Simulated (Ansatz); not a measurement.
## A ladder of methods for HI (hydrogen iodide)

HI: 2 atoms, total charge 0, spin state singlet. SMILES: `I`. Geometry: optimised at B3LYP/def2-SVP.

```xyz
2

I    -0.6902    0.2481   -0.3494
H     0.6902   -0.2481    0.3494
```

Quantity: the atomisation enthalpy at 298 K, in kJ/mol. The values are calculated. The thermal term (zero-point and 298 K enthalpy, harmonic and unscaled) is that of PBE0-D4/def2-TZVP; the spin-orbit lowering of the free atoms at 298 K, 30.3 kJ/mol by their spectra, is taken off.

**What was measured.** Active Thermochemical Tables gives the atomisation enthalpy at 298 K of the gas as 298 kJ/mol.

```
                              level                    kind  program  value (kJ/mol)  computed − measured
     HF/def2-TZVPP (core potential)            Hartree–Fock   Ansatz             180                 -118
  SVWN5/def2-TZVPP (core potential)                     LDA   Ansatz             344                  +46
   BLYP/def2-TZVPP (core potential)                     GGA   Ansatz             287                  -11
 r2SCAN/def2-TZVPP (core potential)                meta-GGA   Ansatz             290                   -8
PBE0-D4/def2-TZVPP (core potential)           global hybrid   Ansatz             286                  -12
wB97M-V/def2-TZVPP (core potential)  range-separated hybrid   Ansatz             285                  -13
 B2PLYP/def2-TZVPP (core potential)           double hybrid   Ansatz             287                  -11
RPA@PBE/def2-TZVPP (core potential)                     RPA   Ansatz             268                  -30
```

Nearest: r2SCAN/def2-TZVPP (core potential) (-8 kJ/mol); farthest: HF/def2-TZVPP (core potential) (-118 kJ/mol). Computed less measured by kind, in kJ/mol (def2-TZVPP rows): Hartree–Fock -118; LDA +46; GGA -11; meta-GGA -8; global hybrid -12; range-separated hybrid -13; double hybrid -11; RPA -30.
